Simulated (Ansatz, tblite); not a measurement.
Spin states of Be₂S₂⁺, each relaxed with PBE0-D4/def2-TZVP in Ansatz. Electronic energies in the gas phase.

The xTB rows come from tblite. Correlated methods freeze 10 core orbitals. The structure comes from a short search, and lower isomers may exist.

Doublet geometry (D2h within 0.1 Å):

```xyz
4

Be    0.031   -0.230    1.002
Be   -0.029    0.229   -1.002
S     0.788    1.410    0.300
S    -0.790   -1.409   -0.300
```

Quartet geometry (D2h within 0.1 Å):

```xyz
4

Be   -0.3472   -0.1502   -1.1231
Be    0.3471    0.1503    1.1231
S    -0.7588   -1.4200    0.4245
S     0.7589    1.4199   -0.4245
```

⟨S²⟩: doublet 0.77 at PBE0-D4/def2-TZVP (pure 0.75), quartet 3.77 at PBE0-D4/def2-TZVP (pure 3.75).

Run but left out: HF/def2-TZVPP, MP2/def2-TZVPP, CCSD/def2-TZVPP, CCSD(T)/def2-TZVPP (flagged by the program: other roots).

Only these spin states were relaxed. The quartet has other bonds than the doublet, so the gap mixes isomer and spin.

(1) Estimate which spin state lies lowest at each of these levels, and by how much: GFN1-xTB; GFN2-xTB; HF/STO-3G; HF/def2-TZVP; PBE-D4/def2-TZVP; r2SCAN-D4/def2-TZVP; PBE0-D4/def2-TZVP; r2SCAN0-D4/def2-TZVP; B2PLYP/def2-TZVP; PBE-QIDH/def2-TZVP; RPA@PBE/def2-TZVP; MP2/def2-TZVP.

Answers

(1) 
```csv
level,quartet − doublet (kcal/mol),lowest of these,remarks
GFN1-xTB,54.8,doublet,–
GFN2-xTB,57.1,doublet,–
HF/STO-3G,64.9,doublet,spin-contaminated (⟨S²⟩ 0.93) (doublet)
HF/def2-TZVP,61.6,doublet,spin-contaminated (⟨S²⟩ 0.88) (doublet)
PBE-D4/def2-TZVP,83.7,doublet,–
r2SCAN-D4/def2-TZVP,82.3,doublet,–
PBE0-D4/def2-TZVP,82.6,doublet,–
r2SCAN0-D4/def2-TZVP,80.3,doublet,–
B2PLYP/def2-TZVP,84.1,doublet,–
PBE-QIDH/def2-TZVP,83.3,doublet,–
RPA@PBE/def2-TZVP,77.7,doublet,–
MP2/def2-TZVP,83.7,doublet,spin-contaminated (⟨S²⟩ 0.88) (doublet)
```

Change of the quartet − doublet gap on mixing in exact exchange, in kcal/mol: PBE to PBE0 (25 % exact exchange) -1.2; r2SCAN to r2SCAN0 (25 % exact exchange) -2.0. The xTB methods have no spin-polarisation term.
